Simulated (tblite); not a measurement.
Record of a relaxation.

Species: C8H9N.
Atom-mapped SMILES: `[CH2:1]=[c:2]1[cH:3][cH:4][c:5](=[CH:6][NH2:7])[cH:8][cH:9]1` (hydrogens: H10, H11 on C1; H12 on C3; H13 on C4; H14 on C6; H15, H16 on N7; H17 on C8; H18 on C9)

Computed with GFN2-xTB (tblite), gas phase: L-BFGS steps from a force-field or distance-geometry start until the largest atomic force falls under 0.01 eV/Å. 9 of its 47 geometries are shown.

Step 0: E = -667.6555 eV, largest atomic force 4.458 eV/Å
```
atom  x, y, z in Å  |  force x, y, z in eV/Å
C1     -3.139    0.370    0.176   -3.455   1.001   0.040
C2     -1.845    0.200    0.127    0.077  -0.605   0.148
C3     -1.361   -1.094    0.263    2.314  -2.495   0.067
C4     -0.019   -1.332    0.217   -2.710  -2.602   0.536
C5      0.912   -0.324    0.075   -0.039   0.082  -0.187
C6      2.193   -0.638    0.041    4.366   0.872  -0.234
N7      3.239    0.324   -0.116    0.470  -1.235   0.339
C8      0.443    0.966   -0.051   -3.286   2.764  -0.191
C9     -0.930    1.228   -0.021    3.625   1.471  -0.359
H10    -3.533    1.374    0.086   -0.305  -0.130   0.020
H11    -3.859   -0.441    0.299    0.363   0.393  -0.060
H12    -2.037   -1.934    0.387   -0.002   0.239  -0.012
H13     0.308   -2.377    0.338    0.051   0.555  -0.114
H14     2.477   -1.691    0.147    0.327   0.638   0.017
H15     4.225    0.075    0.178   -1.909   0.411  -0.678
H16     3.087    1.279   -0.487   -0.007  -1.365   0.624
H17     1.139    1.779   -0.176   -0.074   0.158   0.029
H18    -1.307    2.243   -0.120    0.193  -0.153   0.015
```

Step 6: E = -668.4513 eV, largest atomic force 0.311 eV/Å
```
atom  x, y, z in Å  |  force x, y, z in eV/Å
C1     -3.200    0.412    0.173    0.127  -0.022   0.007
C2     -1.870    0.185    0.137   -0.050   0.056  -0.047
C3     -1.339   -1.157    0.262   -0.132   0.101   0.025
C4     -0.019   -1.398    0.229   -0.120  -0.003  -0.042
C5      0.928   -0.324    0.056   -0.044  -0.089   0.040
C6      2.256   -0.609    0.046    0.017  -0.017   0.034
N7      3.269    0.275   -0.134    0.177   0.009  -0.186
C8      0.409    1.016   -0.064    0.068  -0.076  -0.040
C9     -0.910    1.258   -0.028   -0.107   0.020   0.004
H10    -3.605    1.407    0.084   -0.046  -0.133   0.012
H11    -3.877   -0.417    0.297   -0.114   0.162  -0.012
H12    -2.062   -1.955    0.392    0.151   0.067  -0.012
H13     0.350   -2.416    0.335    0.046   0.230  -0.045
H14     2.556   -1.635    0.158    0.186  -0.203   0.145
H15     4.205    0.067    0.152    0.055  -0.106  -0.047
H16     3.066    1.206   -0.435   -0.047   0.202   0.125
H17     1.128    1.823   -0.176   -0.214  -0.042   0.006
H18    -1.296    2.268   -0.121    0.049  -0.155   0.033
```

Step 12: E = -668.4985 eV, largest atomic force 0.158 eV/Å
```
atom  x, y, z in Å  |  force x, y, z in eV/Å
C1     -3.214    0.420    0.173   -0.032  -0.005  -0.008
C2     -1.887    0.187    0.132   -0.016  -0.044   0.016
C3     -1.344   -1.146    0.261    0.024  -0.052  -0.010
C4     -0.022   -1.383    0.223    0.013  -0.080   0.059
C5      0.949   -0.334    0.056   -0.141   0.072  -0.005
C6      2.281   -0.622    0.054   -0.050   0.023  -0.031
N7      3.291    0.255   -0.209    0.009  -0.025  -0.130
C8      0.406    0.994   -0.073    0.032   0.129  -0.003
C9     -0.914    1.241   -0.031   -0.062   0.024  -0.003
H10    -3.635    1.406    0.084    0.072   0.070  -0.015
H11    -3.920   -0.382    0.297   -0.009  -0.062   0.015
H12    -2.049   -1.957    0.393    0.053   0.019  -0.017
H13     0.367   -2.386    0.324   -0.057  -0.077   0.009
H14     2.616   -1.639    0.206   -0.067   0.000   0.031
H15     4.211    0.044    0.125    0.108   0.021   0.005
H16     3.062    1.222   -0.359   -0.003   0.044   0.118
H17     1.081    1.832   -0.179    0.093   0.005  -0.032
H18    -1.288    2.255   -0.114    0.034  -0.063  -0.001
```

Step 17: E = -668.5095 eV, largest atomic force 0.074 eV/Å
```
atom  x, y, z in Å  |  force x, y, z in eV/Å
C1     -3.217    0.416    0.172    0.025   0.011   0.000
C2     -1.890    0.182    0.132    0.046   0.001   0.006
C3     -1.342   -1.148    0.261    0.037  -0.035   0.016
C4     -0.021   -1.385    0.232    0.020   0.028  -0.005
C5      0.944   -0.327    0.058    0.045  -0.007   0.003
C6      2.277   -0.616    0.048    0.014   0.006   0.000
N7      3.297    0.250   -0.245   -0.035  -0.019   0.012
C8      0.404    1.003   -0.074    0.007  -0.041  -0.006
C9     -0.918    1.239   -0.031    0.035   0.025  -0.003
H10    -3.617    1.411    0.081   -0.003  -0.005  -0.006
H11    -3.926   -0.385    0.299    0.017   0.029  -0.003
H12    -2.041   -1.961    0.390   -0.042  -0.050  -0.005
H13     0.356   -2.395    0.325    0.011   0.016   0.020
H14     2.599   -1.636    0.218   -0.020   0.036  -0.034
H15     4.215    0.048    0.116   -0.056  -0.022  -0.025
H16     3.066    1.228   -0.317   -0.004   0.002   0.053
H17     1.092    1.833   -0.188   -0.045  -0.026  -0.013
H18    -1.289    2.249   -0.114   -0.052   0.052  -0.011
```

Step 23: E = -668.5128 eV, largest atomic force 0.069 eV/Å
```
atom  x, y, z in Å  |  force x, y, z in eV/Å
C1     -3.208    0.420    0.172   -0.012  -0.015   0.005
C2     -1.882    0.178    0.136   -0.044   0.028  -0.019
C3     -1.338   -1.155    0.265   -0.045   0.052  -0.001
C4     -0.016   -1.387    0.238   -0.047   0.000   0.006
C5      0.942   -0.325    0.060   -0.004  -0.025   0.012
C6      2.273   -0.614    0.044    0.005   0.009  -0.016
N7      3.289    0.253   -0.253    0.018   0.012   0.034
C8      0.403    1.004   -0.077    0.007  -0.010  -0.001
C9     -0.918    1.242   -0.032    0.002  -0.026   0.009
H10    -3.608    1.415    0.076    0.031  -0.025   0.000
H11    -3.919   -0.378    0.299   -0.011   0.000   0.003
H12    -2.041   -1.968    0.385    0.020   0.008   0.010
H13     0.364   -2.394    0.335    0.033  -0.008   0.009
H14     2.594   -1.635    0.208    0.000   0.007  -0.034
H15     4.204    0.035    0.103    0.026  -0.008  -0.016
H16     3.063    1.234   -0.279   -0.010  -0.006   0.025
H17     1.089    1.831   -0.199    0.021   0.034  -0.018
H18    -1.300    2.251   -0.118    0.010  -0.026  -0.008
```

Step 29: E = -668.5153 eV, largest atomic force 0.055 eV/Å
```
atom  x, y, z in Å  |  force x, y, z in eV/Å
C1     -3.210    0.419    0.172    0.023   0.002  -0.010
C2     -1.884    0.177    0.136   -0.001  -0.024   0.017
C3     -1.340   -1.155    0.269    0.009  -0.013   0.002
C4     -0.018   -1.385    0.245    0.018  -0.001  -0.008
C5      0.942   -0.325    0.062   -0.007   0.018  -0.014
C6      2.272   -0.614    0.035    0.004  -0.009   0.012
N7      3.286    0.259   -0.243    0.014   0.005   0.008
C8      0.404    1.004   -0.079   -0.039   0.020   0.001
C9     -0.917    1.238   -0.034   -0.045  -0.003  -0.018
H10    -3.598    1.419    0.071   -0.031  -0.018   0.007
H11    -3.926   -0.375    0.301    0.014   0.031  -0.004
H12    -2.040   -1.971    0.388    0.006   0.014   0.019
H13     0.374   -2.388    0.349   -0.037  -0.014   0.004
H14     2.594   -1.635    0.180    0.005  -0.052  -0.018
H15     4.208    0.021    0.081    0.019   0.015  -0.007
H16     3.059    1.240   -0.228    0.023   0.033   0.012
H17     1.086    1.834   -0.217    0.007  -0.015   0.007
H18    -1.303    2.244   -0.127    0.017   0.011  -0.011
```

Step 34: E = -668.5169 eV, largest atomic force 0.037 eV/Å
```
atom  x, y, z in Å  |  force x, y, z in eV/Å
C1     -3.211    0.419    0.171   -0.011   0.006   0.006
C2     -1.886    0.174    0.136    0.008   0.017  -0.009
C3     -1.339   -1.156    0.273    0.008   0.002   0.009
C4     -0.017   -1.384    0.246    0.005  -0.011  -0.004
C5      0.942   -0.324    0.061   -0.002  -0.014  -0.003
C6      2.274   -0.615    0.032   -0.003   0.006  -0.009
N7      3.288    0.265   -0.230   -0.012   0.012  -0.002
C8      0.401    1.004   -0.081    0.022  -0.018  -0.005
C9     -0.922    1.236   -0.039    0.034   0.014  -0.002
H10    -3.599    1.417    0.070   -0.017   0.025  -0.005
H11    -3.930   -0.369    0.302   -0.005  -0.033   0.003
H12    -2.038   -1.971    0.399    0.005   0.002   0.016
H13     0.371   -2.388    0.358   -0.007  -0.004  -0.010
H14     2.593   -1.642    0.154   -0.002   0.028  -0.004
H15     4.217    0.019    0.064   -0.008  -0.007   0.006
H16     3.065    1.246   -0.190    0.017  -0.013   0.010
H17     1.084    1.832   -0.226   -0.015  -0.009   0.014
H18    -1.302    2.244   -0.137   -0.017  -0.002  -0.011
```

Step 40: E = -668.5176 eV, largest atomic force 0.030 eV/Å
```
atom  x, y, z in Å  |  force x, y, z in eV/Å
C1     -3.212    0.420    0.172    0.001  -0.009  -0.005
C2     -1.886    0.176    0.135   -0.011   0.006   0.009
C3     -1.339   -1.154    0.277   -0.011   0.015   0.001
C4     -0.017   -1.385    0.246   -0.015   0.003  -0.006
C5      0.942   -0.326    0.058    0.002  -0.002  -0.004
C6      2.274   -0.613    0.025    0.001  -0.004   0.005
N7      3.288    0.270   -0.226    0.000  -0.002  -0.004
C8      0.401    1.002   -0.083   -0.007   0.006   0.003
C9     -0.921    1.236   -0.043   -0.011  -0.007  -0.007
H10    -3.604    1.418    0.068    0.009  -0.029   0.000
H11    -3.929   -0.372    0.304    0.011   0.010   0.003
H12    -2.037   -1.969    0.412   -0.003   0.005   0.008
H13     0.366   -2.390    0.358    0.013  -0.008  -0.006
H14     2.595   -1.639    0.139    0.002  -0.010  -0.002
H15     4.218    0.011    0.057   -0.004  -0.001   0.006
H16     3.072    1.251   -0.162    0.003   0.005   0.002
H17     1.083    1.829   -0.226    0.016   0.015  -0.001
H18    -1.304    2.242   -0.148    0.005   0.005  -0.001
```

Step 46: E = -668.5178 eV, largest atomic force 0.010 eV/Å
```
atom  x, y, z in Å  |  force x, y, z in eV/Å
C1     -3.212    0.418    0.171    0.002   0.003   0.004
C2     -1.886    0.178    0.136    0.001  -0.002  -0.006
C3     -1.340   -1.153    0.280    0.005   0.001   0.001
C4     -0.018   -1.385    0.243    0.005   0.003   0.002
C5      0.941   -0.326    0.056    0.001   0.004   0.001
C6      2.273   -0.613    0.024    0.000   0.000  -0.005
N7      3.288    0.270   -0.225    0.003  -0.001   0.001
C8      0.401    1.003   -0.083   -0.004  -0.001  -0.004
C9     -0.921    1.238   -0.045   -0.003  -0.002   0.006
H10    -3.607    1.414    0.066   -0.006   0.000  -0.005
H11    -3.926   -0.376    0.306    0.005   0.001   0.003
H12    -2.039   -1.966    0.419    0.005   0.004   0.000
H13     0.366   -2.391    0.354    0.001   0.002  -0.004
H14     2.595   -1.640    0.135   -0.007   0.000  -0.001
H15     4.216    0.009    0.060    0.002   0.001   0.005
H16     3.075    1.252   -0.158   -0.005  -0.008   0.002
H17     1.086    1.830   -0.224   -0.006  -0.002  -0.003
H18    -1.303    2.244   -0.151    0.002  -0.002   0.001
```

**Question.** Summarise the path.

**Answer.** The energy falls by 83.21 kJ/mol from step 0 to step 46; nine tenths of that is first reached at step 5. It falls at every step. The largest force goes from 4.458 to 0.010 eV/Å. Among the bonds C4–C5 changes most (a near tie, within 0.001 Å, with another), from 1.379 to 1.441 Å; the atoms move by 0.111 Å rms after alignment.

**Question.** Follow the three bonds and two angles with the largest change from start to end.

**Answer.** 
```
step  E above end (kJ/mol)  largest force (eV/Å)  C4–C5 (Å)  C5–C8 (Å)  C6–N7 (Å)  C6–N7–H16 (°)  C1–C2–C3 (°)
   0                 83.21                 4.458      1.379      1.379      1.429          123.6         117.6
   2                 19.20                 0.956      1.431      1.433      1.369          122.7         119.0
   4                 10.36                 0.440      1.434      1.434      1.357          121.6         120.0
   6                  6.42                 0.311      1.443      1.441      1.357          119.7         121.0
   8                  4.45                 0.259      1.444      1.444      1.364          118.6         121.1
  10                  2.84                 0.197      1.441      1.443      1.366          118.6         121.2
  12                  1.86                 0.158      1.439      1.441      1.363          118.7         121.8
  14                  1.25                 0.110      1.439      1.440      1.365          118.2         122.3
  16                  0.91                 0.088      1.441      1.441      1.368          117.5         122.2
  18                  0.73                 0.063      1.442      1.442      1.369          117.0         122.0
  20                  0.64                 0.052      1.442      1.441      1.368          116.9         122.0
  22                  0.54                 0.062      1.441      1.441      1.368          117.0         122.1
  24                  0.44                 0.045      1.441      1.441      1.368          117.2         122.3
  26                  0.36                 0.042      1.441      1.441      1.368          117.1         122.2
  28                  0.29                 0.050      1.441      1.441      1.367          116.9         122.2
  30                  0.20                 0.052      1.441      1.440      1.367          116.8         122.3
  32                  0.13                 0.037      1.441      1.441      1.367          116.9         122.4
  34                  0.09                 0.037      1.441      1.441      1.368          117.1         122.4
  36                  0.06                 0.025      1.441      1.441      1.368          117.2         122.5
  38                  0.04                 0.020      1.441      1.441      1.368          117.3         122.4
  40                  0.02                 0.030      1.441      1.441      1.368          117.3         122.4
  42                  0.01                 0.012      1.441      1.441      1.368          117.3         122.4
  44                  0.00                 0.015      1.441      1.441      1.368          117.4         122.3
  46                  0.00                 0.010      1.441      1.441      1.368          117.4         122.2
```

The cost below is that of the whole relaxation. The run took 0.26 s on one thread of an Arm Neoverse V2 (shared host).
